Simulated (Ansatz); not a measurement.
Energy profile

The step: Si₄H₉F ([F][Si]([SiH3])([SiH3])[SiH3]) + HCl → Si₃H₆ClF ([F][Si]([SiH3])([SiH3])[Cl]) + SiH₄; bonds formed: Si1–Cl7, Si2–H6; bonds broken: Si1–Si2, H6–Cl7 (atoms numbered as in the saddle structure below).

Si1  (0.119, 0.533, 0.043)
Si2  (1.747, -1.438, -0.404)
Si3  (-1.150, 1.075, -1.838)
Si4  (-0.578, 0.614, 2.268)
F5  (1.524, 1.359, -0.060)
H6  (0.036, -1.203, -0.140)
Cl7  (-1.662, -1.454, 0.068)
H8  (2.628, -1.183, 0.756)
H9  (2.290, -0.909, -1.674)
H10  (1.404, -2.875, -0.519)
H11  (-1.043, -0.033, -2.819)
H12  (-0.617, 2.323, -2.452)
H13  (-2.554, 1.284, -1.414)
H14  (0.143, 1.711, 2.972)
H15  (-2.036, 0.874, 2.294)
H16  (-0.249, -0.679, 2.917)
(Å)

Electronic energies by CCSD(T) at an estimated basis limit (MP2 extrapolated from triple and quadruple zeta, plus CCSD(T) − MP2 in triple zeta), on PBE0-D4/def2-TZVP structures; Si$_{4}$H$_{10}$ClF, closed shell; no counterpoise correction. Program: Ansatz 0.2.0. Basis: def2-TZVPP and def2-QZVPP. Cores are frozen in the correlated methods. Extrapolation: Hartree–Fock as exp(−7.88 √X), correlation as X^−2.97.

Question: Give the profile in eV, counted from the separated reactants. (Judge from chemistry; the value comes from the calculation.)

Answer: The calculation gives:
| point | eV |
| --- | --- |
| separated: Si$_{4}$H$_{9}$F (linked as [F][Si]([SiH3])([SiH3])[SiH3]; Si1, Si2, Si3, Si4, F5, H8, H9, H10, H11, H12, H13, H14, H15, H16; singlet) + HCl (H6, Cl7; singlet) | 0.000 |
| start structure | -0.073 |
| saddle | 1.111 |
| end structure | -1.112 |
| separated: Si$_{3}$H$_{6}$ClF (linked as [F][Si]([SiH3])([SiH3])[Cl]; Si1, Si3, Si4, F5, Cl7, H11, H12, H13, H14, H15, H16; singlet) + SiH$_{4}$ (Si2, H6, H8, H9, H10; singlet) | -1.052 |

The T1 diagnostic stays at or below 0.015. The end structure is not quite a true minimum (one mode of 26i cm⁻¹).

For scale, one of the runs: CCSD(T)/def2-TZVPP, 381 basis functions, launched by `ansatz run in.yaml --threads 4 --pin off --events-out ev --progress --plain --max-ram 66560MiB --backend cuda --devices 0, --max-vram 37GiB`. Hardware: 4 CPU threads of an AMD EPYC 7R13 and a share of one NVIDIA H100, shared host. Wall time 15 s; peak host memory 0.92 GiB.
